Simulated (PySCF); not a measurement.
3-ethynylfuran (C6H4O), SMILES C#Cc1ccoc1. Geometry optimised at PBE-D3(BJ)/def2-SVP.

The numbers are results of PBE-D3(BJ)/def2-SVP in PySCF 2.14.0, not measurements.

Harmonic wavenumbers (cm⁻¹): 161, 169, 458, 511, 563, 598, 608, 639, 663, 712, 771, 841, 867, 962, 1019, 1080, 1190, 1202, 1260, 1356, 1501, 1568, 2162, 3199, 3217, 3222, 3409. Rotational constants (GHz): 9.240, 1.883, 1.564; symmetry number 1.

Question: Work out the zero-point energy and the ideal-gas rigid-rotor harmonic-oscillator thermochemistry at 298.15 K and 1 atm.

Answer: ZPE = ½ Σ hcν = ½ × 33908 cm⁻¹ = 48.47 kcal/mol. H − E(el) = 52.71 kcal/mol. Entropy in cal/(mol K): translation 39.47, rotation 26.87, vibration 9.82, total 76.16. G − E(el) = 30.00 kcal/mol. Cp = 23.86 cal/(mol K).
